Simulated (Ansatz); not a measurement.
A made-up structure of H₂SeSO, singlet:

```
5
angstrom
O -1.4790 -0.8454 0.1277
S -0.3818 -0.0973 1.0045
Se 1.5102 0.7888 0.5536
H -1.5333 -0.8770 -0.8849
H 1.8839 1.0310 -0.8010
```

It is relaxed with PBE-D4/def2-SVP and then PBE0-D4/def2-TZVP (Ansatz 0.2.0). Atoms count as bonded within 1.22 times the sum of their covalent radii (H–H: 0.88 Å). The end point is not checked to be a true minimum.

(1) Does its bonding change? (A judgement: the text doesn't fix the answer.)

Results:

(1) By the calculation: No: no bond forms or breaks.

Where it ends: The first stage lowers the energy by 2.02 eV in 10 steps. It ends as H₂SeSO ([OH][S][SeH]):
```xyz
5
angstrom
O -1.1706 -1.0189 0.1232
S -0.5734 0.3209 0.8822
Se 1.5603 0.3313 0.5080
H -1.3682 -0.7830 -0.7906
H 1.5518 1.1497 -0.7228
```

Labels in which every atom is bracketed show which atoms are joined, not bond orders.

For scale, one of the runs: PBE0-D4/def2-TZVP relaxation, 128 basis functions, launched by `ansatz run in.yaml --threads 2 --pin off --events-out ev --progress --plain --max-ram 4352MiB`. Hardware: 2 CPU threads of an AMD EPYC 7B13, shared host. Wall time about 16 s.
